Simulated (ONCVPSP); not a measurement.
## Ar (Z = 18): one change to an ONCV potential, before and after

- Element: Ar (Z = 18)
- Generator: ONCVPSP 4.0.1
- Type: optimised norm-conserving Vanderbilt (ONCV)
- Functional: BLYP
- Relativity: fully relativistic
- Frozen core: [He]
- Valence charge: 16
- Reference configuration: 2s2 2p6 3s2 3p6
- Partial waves: 2s+3s: rc 0.65 bohr, ncon 4, nbas 8, qcut 17.1 1/bohr, 2 projectors; 2p+3p: rc 0.60 bohr, ncon 5, nbas 8, qcut 20.5 1/bohr, 2 projectors; d scattering state at 0.04 Ha: rc 0.65 bohr, ncon 5, nbas 8, qcut 16.4 1/bohr, 1 projector
- Local potential: polynomial inside 0.45 bohr (lpopt 5, dvloc0 6 Ha)
- Core correction: none

Open shells are filled in proportion to 2j + 1.

All-electron outer shells of the reference configuration (BLYP, scalar-relativistic, ld1.x):

```csv
shell,level (eV),outermost node (bohr),outermost maximum (bohr)
1s,-3122.02,–,0.06
2s,-296.93,0.12,0.34
2p,-230.03,–,0.28
3s,-24.13,0.52,1.17
3p,-10.14,0.49,1.28
```

Change: all radii scaled by about 1.07 (s 0.70, p 0.64, d 0.70 bohr); local potential polynomial inside 0.48 bohr (lpopt 5, dvloc0 6 Ha).

Cutoffs: the cutoffs (Ha) at which the residual kinetic energy of the hardest occupied pseudo-wave falls to 1 and 0.1 mHa per electron; they do not see the model core or the augmentation charge, which bear on the density cutoff. Errors are all-electron minus pseudo energies relative to the spin-unpolarised reference configuration.

Task: What does the change do?

Result: The potential gets softer (290 Ha and 525 Ha → 205 Ha and 431 Ha); the errors of the 4 common tests hardly move; neither file shows a bound ghost. A larger radius leaves more room for a smooth pseudo-wave, so fewer plane waves are needed.

```tsv
quantity	base	changed
cutoff, loose	290 Ha	205 Ha
cutoff, tight	525 Ha	431 Ha
loose cutoff by channel	s 104 Ha, p 290 Ha	s 82 Ha, p 205 Ha
bound ghosts	none	none
GHOST(+) flags under 300 eV	none	none
error for 2s2 2p6 3s2 3p5, meV [ΔE 15.92 eV]	+3.8	+3.5
error for 2s2 2p6 3s2 3p4, meV [ΔE 44.43 eV]	+11	+10
error for 2s2 2p6 3s2 3p3, meV [ΔE 86.87 eV]	+22	+22
error for 2s2 2p6 3s2 3p2, meV [ΔE 144.38 eV]	+42	+43
```
